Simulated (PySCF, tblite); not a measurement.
Species: C₆H₁₆B₂O.
SMILES with atom numbers: `[BH2:1][C@H:2]([CH3:3])[CH2:4][BH:5][O:6][CH:7]([CH3:8])[CH3:9]` (hydrogens: H10, H11 on B1; H12 on C2; H13, H14, H15 on C3; H16, H17 on C4; H18 on B5; H19 on C7; H20, H21, H22 on C8; H23, H24, H25 on C9)

Jobs on this species (25 atoms, 70 electrons) with PySCF (density fitting) and tblite. Hardware of each: an Arm Neoverse V1 with one thread, no GPU (shared host). Other jobs ran on the host; a repeat could differ by tens of per cent or more.

```
level and settings                                     work  basis functions  SCF cycles  wall time
          GFN2-xTB            Hessian by finite differences                –           –          ?
     PBE0/pcSseg-1  shieldings, charges and field gradients              233          14       48 s
          GFN2-xTB                        L-BFGS relaxation                –           –      1.7 s
```

Task: Fill in the missing figures.

Result: 
- GFN2-xTB; Hessian by finite differences: 1.1 s

Task: What do all jobs in the table cost together?

Result: About 51 s; the longest takes about 94 % of that, and about 44 times as long as the shortest.
